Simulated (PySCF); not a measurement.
Two species compared at the same levels of theory.

First species: C4H12OP2.
InChI=1S/C4H12OP2/c1-6(2)4-7(3)5/h7H,4H2,1-3H3

Second species: C6H9FS.
InChI=1S/C6H9FS/c1-5(7)4-6(2)8-3/h1-2,4H2,3H3

Levels: PBE0/def2-SVPD for dipole moment, HOMO energy, LUMO energy, HOMO–LUMO gap, static isotropic polarisability and electronic spatial extent ⟨r²⟩ about the centre of nuclear charge; TDDFT PBE0/def2-SVPD for lowest singlet excitation; TDA PBE0/def2-SVPD for lowest triplet excitation (Tamm–Dancoff); GFN2-xTB for rotational constant A and rotational constant C. Geometries: GFN2-xTB. Each structure is a single optimised conformer of the isolated species, non-relativistic unless stated; the electronic structure was computed with PySCF and density fitting.

The conformers computed, where there is a choice (atom-mapped SMILES and torsion angles):
- `[CH3:1][P:2]([CH3:3])[CH2:4][P@H:5]([CH3:6])=[O:7]`: C1–P2–C4–P5 32°, P2–C4–P5–C6 -179°
- `[CH2:1]=[C:2]([F:3])[CH2:4][C:5](=[CH2:6])[S:7][CH3:8]`: C1–C2–C4–C5 -98°, C2–C4–C5–C6 -91°, C4–C5–S7–C8 -173°

Question: Which has the higher HOMO energy?

Answer: The second: -6.33 eV against -6.50 eV, a difference of 0.17 eV.

Question: Which of the two has the higher ⟨r²⟩, and by how much?

Answer: The second: 1342 bohr² against 1303 bohr², a difference of 39 bohr².

Question: Which has the higher HOMO–LUMO gap?

Answer: The first: 6.95 eV against 6.04 eV, a difference of 0.91 eV.

Question: Which has the higher LUMO energy?

Answer: The first: 0.45 eV against -0.29 eV, a difference of 0.74 eV.

Question: Which has the higher dipole moment?

Answer: The first: 2.99 D against 1.52 D, a difference of 1.47 D.

Question: Which has the higher T1 energy?

Answer: The first: 5.06 eV against 3.84 eV, a difference of 1.22 eV.

Question: Which of the two has the higher rotational constant C, and by how much?

Answer: The first: 1.024 GHz against 0.891 GHz, a difference of 0.133 GHz.

Question: Which has the higher static isotropic polarisability?

Answer: The first: 101.2 au against 94.4 au, a difference of 6.8 au.

On the first: A dipole of 2.99 D is allowed in C1, and pure rotational transitions are dipole-allowed. The 8 singlets span 5.93 to 7.28 eV, and their oscillator strengths add up to 0.32.

On the second: S1 lies 0.84 eV below the HOMO–LUMO gap; its leading configuration is HOMO→LUMO, weight 0.96. In wavenumbers S1 is 41900 cm⁻¹ (1 eV = 8065.54 cm⁻¹).
